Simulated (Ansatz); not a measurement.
Gas-phase electronic energies from Ansatz, PBE0-D4/def2-TZVP geometries. CBS: MP2 limit from def2 TZ/QZ plus the TZ coupled-cluster correction, frozen cores. Functionals use def2-TZVPP. For Ge outer-core shells are correlated without core-valence functions, which leaves a few kJ/mol of doubt a bond. Scalar relativity is left out up to krypton. One conformer a species, not always the lowest.

Reaction (isomerisation): `C[B](C)[GeH3]` → `B[CH2][GeH2][CH3]`

| species | ωB97M-V energy (Eh) |
| --- | --- |
| `C[B](C)[GeH3]` | -2183.31432 |
| `B[CH2][GeH2][CH3]` | -2183.31054 |

Work out ΔE.

ΔE = (-2183.31054) − (-2183.31432) = 0.00378 Eh = +0.10 eV. CCSD(T)/CBS gives +0.07 eV.

Largest T1 diagnostic among the species: 0.011.

In def2-TZVPP, CCSD(T) changes the Hartree–Fock value by −0.06 eV (the triples alone add −0.02 eV) and MP2 by −0.14 eV.
